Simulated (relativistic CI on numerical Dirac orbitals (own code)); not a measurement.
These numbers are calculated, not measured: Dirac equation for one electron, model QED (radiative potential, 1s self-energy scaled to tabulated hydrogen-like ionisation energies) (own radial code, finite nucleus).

Configuration list: 1s, 2s, 2p, 3s, 3p, 3d, 4s, 4p, 4d, 4f, 5s, 5p, 5d, 5f, 5g, 6s, 6p, 6d. Levels of other configurations are missing.

Outline of the computed level scheme of Ca XX. Lowest level of each configuration: 1s ²S1/2 at 0.00 eV; 2p ²P°1/2 at 4100.15 eV; 2s ²S1/2 at 4100.38 eV; 3p ²P°1/2 at 4861.92 eV; 3s ²S1/2 at 4861.99 eV; 3d ²D3/2 at 4864.10 eV; 4p ²P°1/2 at 5128.24 eV; 4s ²S1/2 at 5128.27 eV; 4d ²D3/2 at 5129.16 eV.

Some strong electric-dipole decays among the lowest 14 levels: 2p ²P°1/2 → 1s ²S1/2 (1.0e+14 s⁻¹); 2p ²P°3/2 → 1s ²S1/2 (1.0e+14 s⁻¹); 3p ²P°3/2 → 1s ²S1/2 (2.7e+13 s⁻¹); 3p ²P°1/2 → 1s ²S1/2 (2.7e+13 s⁻¹); 4p ²P°3/2 → 1s ²S1/2 (1.1e+13 s⁻¹); 4p ²P°1/2 → 1s ²S1/2 (1.1e+13 s⁻¹); 3d ²D5/2 → 2p ²P°3/2 (1.0e+13 s⁻¹); 3d ²D3/2 → 2p ²P°1/2 (8.7e+12 s⁻¹).
